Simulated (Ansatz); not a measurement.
`[AlH2][NH][SiH2]Cl` + H₂O → `O[SiH2][NH][AlH2]` + HCl at 400 K and 1 bar (formal hydrolysis of the Si–Cl bond).

Computed with Ansatz on PBE0-D4/def2-TZVP structures; ΔE is electronic, products minus reactants. CBS: MP2 limit from def2 TZ/QZ plus the TZ coupled-cluster correction, frozen cores. This one scheme is used for every species. One conformer a species, not always the lowest.

```
             species  CCSD(T)/CBS energy (Eh)  H − E (kJ/mol)  S (J/(mol·K))
`[AlH2][NH][SiH2]Cl`              -1048.68684           161.0          380.6
                 H₂O                -76.37941            69.8          198.6
 `O[SiH2][NH][AlH2]`               -664.68190           194.9          381.4
                 HCl               -460.38127            29.6          195.4
```

H − E and S are ideal-gas, rigid-rotor, harmonic terms from PBE0-D4/def2-TZVP, for one conformer and one mirror image of each species. 1 Eh = 2625.50 kJ/mol, R = 8.31446 J/(mol·K).

Q: By hand: ΔE, ΔH, ΔS and ΔG.

A: ΔE = (-664.68190) + (-460.38127) − (-1048.68684) − (-76.37941) = 0.00308 Eh = 8.1 kJ/mol. Δ(H − E) = 194.9 + 29.6 − 161.0 − 69.8 = -6.3, so ΔH = 1.8 kJ/mol. ΔS = 381.4 + 195.4 − 380.6 − 198.6 = -2.4 J/(mol·K). ΔG = 1.8 − 400 × (-2.4)/1000 = 2.8 kJ/mol.

Q: By hand: the equilibrium constant, and the temperature at which ΔG would vanish if ΔH and ΔS stayed fixed.

A: log₁₀ K = −ΔG/(RT ln 10) = -0.4. ΔH and −TΔS have one sign here, so there is no such temperature.

TΔS isn't small against ΔH here. The sign of ΔG lies within the doubt. A doubt of 5 kJ/mol in ΔE shifts log₁₀ K by 0.7 here. Other conformers and mirror images would add mixing entropy, several J/(mol·K) or more a flexible species. Modes under 60 cm⁻¹, often nearly free rotors, make the harmonic entropy too high. These are equilibria of isolated gas molecules and say nothing of rates. Largest T1 diagnostic: 0.012 (customary marks: 0.02 for closed shells, 0.045 for open ones).

ΔS is within the doubt of such terms, so its sign, and with it that verdict, could turn.
